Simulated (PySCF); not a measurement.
**Worked example: oscillator strength and radiative lifetime**

F₂H₅NSi₂, SMILES N[SiH2][SiH](F)F.

Geometry: PBE-D3(BJ)/def2-SVP. This is a generated structure with no PubChem entry under its InChIKey; it may be hypothetical. One conformer was computed; it need not be the lowest.

TDA-CAM-B3LYP/def2-SVPD in PySCF puts the first singlet state with f over 0.02 at 5.67 eV (vertical), with the transition dipole (0.524, 0.347, 0.000) in atomic units.

Q: Find the oscillator strength, the wavelength and the radiative lifetime that this transition would have in vacuum if emission retraced absorption.

A: 
|μ|² = 0.3950 au, so |μ| = 1.60 D. ΔE = 5.67/27.211 = 0.2084 hartree. f = (2/3) ΔE |μ|² = 0.055 (the program prints 0.055).
λ = 1239.84/5.67 = 219 nm; ν = 45732 cm⁻¹.
Einstein's coefficient A = 0.6670 ν² f s⁻¹ (ν in cm⁻¹) = 7.7e7 s⁻¹, so τ = 1/A = 13 ns. This state is S1. The figure is the radiative limit of this one transition; relaxation, internal conversion, crossing to triplets and a medium change what is measured.
